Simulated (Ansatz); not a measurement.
Z-matrix (Å, degrees):
```
Sn
O 1 1.9982
H 2 0.9716 1 111.04
H 1 1.7112 2 102.46 3 -179.71
H 1 1.7238 4 112.75 2 -116.76
H 1 1.7238 4 112.75 5 -126.48
```
Charge +1, spin multiplicity 2.

Calculation: frozen-core CCSD(T)/def2-TZVPP // PBE-D3(BJ)/def2-TZVP in Ansatz (an electronic-structure program). The geometry is that of the parent before the electron was removed.

| Item | Value |
|---|---|
| HF energy | -290.22308 Ha |
| MP2 correlation energy | -0.51752 Ha |

**Question.** Estimate the CCSD correlation energy, the (T) correction, the total energy and the T1 diagnostic.

**Answer.** 
```json
{
  "CCSD correlation energy": "-0.54743 Ha",
  "(T) correction": "-0.01548 Ha",
  "CCSD(T) total energy": "-290.78600 Ha",
  "T1 diagnostic": "0.041"
}
```
